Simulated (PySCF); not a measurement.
B(OH)(OMe)(SiMe3), SMILES COB(O)[Si](C)(C)C, singlet at its GFN2-xTB optimised geometry (Å):

```
21

B      0.4562    -0.0501     0.0000
O     -0.1096    -1.2803    -0.0019
H      0.5170    -2.0077    -0.0026
O      1.8165    -0.0501     0.0000
C      2.6348     1.0865     0.0034
H      3.2361     1.0875     0.9164
H      3.3033     1.0402    -0.8600
H      2.0497     2.0077    -0.0425
Si    -0.7912     1.5031     0.0000
C     -0.5759     2.6766     1.5113
C     -2.6173     0.9325     0.0363
C     -0.6221     2.6319    -1.5507
H     -1.3341     3.4536     1.5116
H     -0.6658     2.1340     2.4482
H      0.3924     3.1698     1.5150
H     -2.8227     0.3379     0.9211
H     -2.8495     0.3153    -0.8259
H     -3.3033     1.7743     0.0361
H     -0.7529     2.0637    -2.4673
H      0.3504     3.1139    -1.6051
H     -1.3720     3.4169    -1.5447
```

Calculation: B3LYP/def2-SVP (PySCF). Cells within 0.4 Å of a nucleus heavier than hydrogen are left out (blank, or x).

Map of the Laplacian of the electron density (e/bohr⁵), clipped to [-1.50, 1.50] on the plane z = 0.0 Å:

```
|5555555555555555555555555555555|
|5555555555555555555555555555555|
|5555555555555555555555555555555|
|5555555555555555555555555555555|
|5555555555555555555555555555555|
|5555555555555555555555555555555|
|5555555555555555555555555555555|
|5555555555555555555555555555555|
|5555555555555555555555555555555|
|5555555555556755555543555555555|
|5555540355569x95555530455555555|
|555555223447xx95555552x65555555|
|5555555xx2459994455556xx5555555|
|5555555xx4445544455663x55555555|
|5555555545555443965513555555555|
|5555555555555558xx3xxx655555555|
|5555555555555565x955x4655555555|
|5555555555555663455666555555555|
|55555555555556xx565555555555555|
|55555555555556xx465555555555555|
|5555555555555664045555555555555|
|5555555555555556445555555555555|
|5555555555555555555555555555555|
|5555555555555555555555555555555|
|5555555555555555555555555555555|
|5555555555555555555555555555555|
|5555555555555555555555555555555|
|5555555555555555555555555555555|
|5555555555555555555555555555555|
|5555555555555555555555555555555|
|5555555555555555555555555555555|
```
Scale: ten equal steps from -1.50 (start of '0') to 1.50 (end of '9'), in the order '0123456789'; x runs from -5.50 to 5.50, y from -5.50 (bottom) to 5.50 (top).
